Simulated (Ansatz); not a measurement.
Two isomers of CH6BFOSi: A = `B[SiH](F)OC`, B = `CB(F)[SiH2]O`.

Gas-phase electronic energies from Ansatz, PBE0-D4/def2-TZVP geometries. CBS: MP2 limit from def2 TZ/QZ plus the TZ coupled-cluster correction, frozen cores. Functionals use def2-TZVPP. B3LYP here is the variant with VWN-RPA as its local correlation; programs differ in this. Each species was taken in one conformer, which may not be the lowest.

Problem. Which is lower in electronic energy at CCSD(T)/CBS, and by how much? (Estimate.)

Solution. Computed: B, by 94.6 kJ/mol.

Problem. Give E(B) − E(A) in kJ/mol with CCSD(T)/def2-TZVPP, PBE-D4, B3LYP, CCSD/def2-TZVPP, B2PLYP, B3LYP-D4, PBE0-D4. (An estimate is asked.)

Solution. Ansatz gave: CCSD(T)/def2-TZVPP -95.6, PBE-D4 -113.1, B3LYP -96.3, CCSD/def2-TZVPP -92.1, B2PLYP -95.2, B3LYP-D4 -96.0, PBE0-D4 -107.7. None reverses the order clearly.

Largest T1 diagnostic: 0.013.

From PBE to PBE0 (25 % exact exchange), in def2-TZVPP and without D4, E(B) − E(A) moves by +5.5 kJ/mol. In def2-TZVPP, CCSD(T) changes the Hartree–Fock value by −23.0 kJ/mol (the triples alone add −3.5 kJ/mol) and MP2 by −25.3 kJ/mol.
